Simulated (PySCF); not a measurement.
B(F)(GeH3)(OMe) (CH6BFGeO), SMILES CO[B](F)[GeH3].

Coordinates come from a PBE-D3(BJ)/def2-SVP optimisation. This is a generated structure with no PubChem entry under its InChIKey; it may be hypothetical. One conformer was computed; it need not be the lowest.

Computed with PBE-D3(BJ)/def2-SVP (PySCF).

Frequencies are harmonic and unscaled.

```json
[
 {"mode": "1", "ν (cm⁻¹)": "67", "IR (km/mol)": "0.1", "moving atoms (share of kinetic energy)": "H 95 %"},
 {"mode": "2", "ν (cm⁻¹)": "80", "IR (km/mol)": "0.0", "moving atoms (share of kinetic energy)": "H 97 %"},
 {"mode": "3", "ν (cm⁻¹)": "145", "IR (km/mol)": "1.5", "moving atoms (share of kinetic energy)": "C 40 %, H 23 %, Ge 18 %, F 10 %"},
 {"mode": "4", "ν (cm⁻¹)": "169", "IR (km/mol)": "3.0", "moving atoms (share of kinetic energy)": "O 50 %, H 21 %, C 15 %, F 13 %"},
 {"mode": "5", "ν (cm⁻¹)": "253", "IR (km/mol)": "2.8", "moving atoms (share of kinetic energy)": "F 59 %, Ge 22 %, H 8 %"},
 {"mode": "6", "ν (cm⁻¹)": "332", "IR (km/mol)": "18.6", "moving atoms (share of kinetic energy)": "H 61 %, B 29 %"},
 {"mode": "7", "ν (cm⁻¹)": "347", "IR (km/mol)": "6.5", "moving atoms (share of kinetic energy)": "O 47 %, H 23 %, Ge 12 %, B 9 %"},
 {"mode": "8", "ν (cm⁻¹)": "490", "IR (km/mol)": "20.6", "moving atoms (share of kinetic energy)": "H 73 %, O 12 %"},
 {"mode": "9", "ν (cm⁻¹)": "537", "IR (km/mol)": "25.5", "moving atoms (share of kinetic energy)": "F 46 %, C 18 %, B 16 %, O 10 %"},
 {"mode": "10", "ν (cm⁻¹)": "581", "IR (km/mol)": "1.4", "moving atoms (share of kinetic energy)": "B 55 %, H 35 %"},
 {"mode": "11", "ν (cm⁻¹)": "785", "IR (km/mol)": "127.2", "moving atoms (share of kinetic energy)": "H 97 %"},
 {"mode": "12", "ν (cm⁻¹)": "857", "IR (km/mol)": "19.2", "moving atoms (share of kinetic energy)": "H 99 %"},
 {"mode": "13", "ν (cm⁻¹)": "863", "IR (km/mol)": "21.8", "moving atoms (share of kinetic energy)": "H 98 %"},
 {"mode": "14", "ν (cm⁻¹)": "1020", "IR (km/mol)": "99.5", "moving atoms (share of kinetic energy)": "C 32 %, O 30 %, B 29 %"},
 {"mode": "15", "ν (cm⁻¹)": "1131", "IR (km/mol)": "18.2", "moving atoms (share of kinetic energy)": "H 67 %, C 20 %"},
 {"mode": "16", "ν (cm⁻¹)": "1144", "IR (km/mol)": "0.0", "moving atoms (share of kinetic energy)": "H 76 %, C 20 %"},
 {"mode": "17", "ν (cm⁻¹)": "1246", "IR (km/mol)": "144.0", "moving atoms (share of kinetic energy)": "B 51 %, F 22 %, O 14 %"},
 {"mode": "18", "ν (cm⁻¹)": "1368", "IR (km/mol)": "255.2", "moving atoms (share of kinetic energy)": "H 39 %, B 32 %, O 14 %, C 12 %"},
 {"mode": "19", "ν (cm⁻¹)": "1412", "IR (km/mol)": "2.3", "moving atoms (share of kinetic energy)": "H 97 %"},
 {"mode": "20", "ν (cm⁻¹)": "1428", "IR (km/mol)": "6.9", "moving atoms (share of kinetic energy)": "H 96 %"},
 {"mode": "21", "ν (cm⁻¹)": "1464", "IR (km/mol)": "150.1", "moving atoms (share of kinetic energy)": "H 49 %, B 27 %, O 20 %"},
 {"mode": "22", "ν (cm⁻¹)": "2061", "IR (km/mol)": "59.8", "moving atoms (share of kinetic energy)": "H 99 %"},
 {"mode": "23", "ν (cm⁻¹)": "2064", "IR (km/mol)": "112.1", "moving atoms (share of kinetic energy)": "H 98 %"},
 {"mode": "24", "ν (cm⁻¹)": "2095", "IR (km/mol)": "113.6", "moving atoms (share of kinetic energy)": "H 99 %"},
 {"mode": "25", "ν (cm⁻¹)": "2954", "IR (km/mol)": "33.7", "moving atoms (share of kinetic energy)": "H 97 %"},
 {"mode": "26", "ν (cm⁻¹)": "3047", "IR (km/mol)": "25.1", "moving atoms (share of kinetic energy)": "H 91 %, C 9 %"},
 {"mode": "27", "ν (cm⁻¹)": "3062", "IR (km/mol)": "12.6", "moving atoms (share of kinetic energy)": "H 90 %, C 10 %"}
]
```
